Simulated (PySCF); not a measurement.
methoxycyclobutane (C₅H₁₀O), SMILES COC1CCC1. Geometry: B3LYP-D3(BJ)/def2-SVP. The values are those of a single conformer.

Calculation: B3LYP-D3(BJ)/def2-SVP (PySCF).

Harmonic wavenumbers (cm⁻¹): 106, 140, 203, 265, 444, 456, 623, 760, 788, 896, 934, 953, 971, 1062, 1067, 1141, 1178, 1180, 1193, 1222, 1240, 1256, 1256, 1273, 1305, 1390, 1445, 1457, 1460, 1468, 1484, 1496, 2958, 2967, 3019, 3053, 3060, 3064, 3110, 3120, 3121, 3129. Rotational constants (GHz): 8.613, 2.376, 2.034; symmetry number 1.

Task: Work out the zero-point energy and the ideal-gas rigid-rotor harmonic-oscillator thermochemistry at 298.15 K and 1 atm.

Result: ZPE = ½ Σ hcν = ½ × 62715 cm⁻¹ = 375.12 kJ/mol. H − E(el) = 394.74 kJ/mol. Entropy in J/(mol K): translation 164.32, rotation 110.66, vibration 56.28, total 331.26. G − E(el) = 295.97 kJ/mol. Cp = 106.39 J/(mol K). Modes under 150 cm⁻¹ make the vibrational entropy uncertain.
